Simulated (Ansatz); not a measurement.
Another site gives an ion 0.22 eV lower (`C=[C-]c1ccccc1`) at the level frozen-core CCSD(T)/aug-cc-pVDZ // B3LYP-D3(BJ)/def2-SVPD (Ansatz, a program for electronic structure).

Method: frozen-core CCSD(T)/aug-cc-pVDZ // B3LYP-D3(BJ)/def2-SVPD (Ansatz). The restricted HF reference is unstable towards unrestricted orbitals.

Ansatz 0.2 input:
```yaml
crystal:
  periodic: [false, false, false]
  atoms:
    - { symbol: C, position_ang: [-2.3577, 1.213274, 0.584765] }
    - { symbol: C, position_ang: [-1.561542, 0.157126, 0.842865] }
    - { symbol: C, position_ang: [-0.250447, -0.174229, 0.27675] }
    - { symbol: C, position_ang: [0.410281, -1.351607, 0.706773] }
    - { symbol: C, position_ang: [1.672977, -1.810085, 0.260366] }
    - { symbol: C, position_ang: [2.2423, -0.941477, -0.702156] }
    - { symbol: C, position_ang: [1.635147, 0.241392, -1.168729] }
    - { symbol: C, position_ang: [0.389083, 0.634504, -0.686166] }
    - { symbol: H, position_ang: [-2.080082, 1.990251, -0.131202] }
    - { symbol: H, position_ang: [-3.318665, 1.329472, 1.08895] }
    - { symbol: H, position_ang: [-1.921564, -0.574027, 1.577658] }
    - { symbol: H, position_ang: [-0.139706, -1.941531, 1.460172] }
    - { symbol: H, position_ang: [3.227535, -1.181653, -1.13374] }
    - { symbol: H, position_ang: [2.140664, 0.864417, -1.918122] }
    - { symbol: H, position_ang: [-0.08198, 1.551525, -1.047931] }
basis:
  gaussian: { orbitals: aug-cc-pVDZ }
correlation:
  method: ccsd_t
total_charge: -1
```

Output:

```
Functional definition: HF
2501 factors; integrals over basis functions are off by at most 4.4e-4 eV
mean field evaluation 1: about -8347.6824 eV, gradient 3.9e1 eV
mean field evaluation 2: about -8347.6858 eV, gradient 3.9e1 eV
mean field evaluation 4: about -8352.7585 eV, gradient 7.0e0 eV
mean field evaluation 8: about -8352.9256 eV, gradient 3.9e-1 eV
mean field evaluation 16: about -8352.7548 eV, gradient 7.0e0 eV
mean field evaluation 32: about -8346.7584 eV, gradient 1.5e1 eV
mean field -8352.92680883 eV, -306.9643984073 hartree, gradient 2.0e-6 eV, S^2 0.000000; 1 other end points of the search recorded, 0 dependent functions left out; unrestricted orbitals would lower it
8 core orbitals not correlated
reference -8352.92680883 eV, -306.9643984073 hartree; 20, 20 occupied and 219, 219 virtual orbitals, 2501 factors
second order -30.01143337 eV of doubles, -0.00000000 eV of singles
cycle   1  -30.07815317 eV  change   -6.7e-2 eV  update   1.5e-1
cycle   2  -30.96514960 eV  change   -8.9e-1 eV  update   4.7e-2
cycle   3  -31.18134270 eV  change   -2.2e-1 eV  update   2.4e-2
cycle   4  -31.18180285 eV  change   -4.6e-4 eV  update   8.3e-3
cycle   5  -31.18004835 eV  change    1.8e-3 eV  update   5.0e-3
cycle   6  -31.18145940 eV  change   -1.4e-3 eV  update   2.2e-3
cycle   7  -31.18092583 eV  change    5.3e-4 eV  update   1.2e-3
cycle   8  -31.18026602 eV  change    6.6e-4 eV  update   6.4e-4
cycle   9  -31.18026628 eV  change   -2.6e-7 eV  update   3.0e-4
cycle  10  -31.18056577 eV  change   -3.0e-4 eV  update   1.6e-4
cycle  11  -31.18035262 eV  change    2.1e-4 eV  update   9.2e-5
cycle  12  -31.18037465 eV  change   -2.2e-5 eV  update   4.6e-5
perturbative correction -1.58034459 eV, -0.0580765925 hartree
Total energy: -8385.68752807 eV, -308.1683326334 hartree
```

Cost: roughly 60 core-minutes.
